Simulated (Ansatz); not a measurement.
Frontier orbitals of C₃H₃ClO₂Sn (`[Cl][Sn-]1[O]C=CC=[O+]1`).

Total charge 0; spin multiplicity 1. Correlated methods include outer-core shells of Sn, which these sets cover unevenly. Sn takes the def2 core potential. The structure was optimised at the PBE0-D4/def2-TZVP level. Basis def2-TZVPP, Ansatz 0.2.0.

Orbital energies of one run (eV). Highest occupied ones, from the top: -7.19, -7.51, -8.01, -8.16, -8.32, -9.39, -10.83, -11.27, -12.20, -12.67, -12.97, -14.02, -14.70, -16.48. Empty: -2.40, -1.19, -0.72, 0.17, 1.05, 1.53.

Task: Which functional gave them?
A. BHLYP
B. PBE
C. B3LYP
D. r2SCAN

Result: C. HOMO energies: B3LYP -7.19, BHLYP -8.30, PBE -6.33, r2SCAN -6.59 eV.

B3LYP here is the variant with VWN-RPA as its local correlation; programs differ in this.
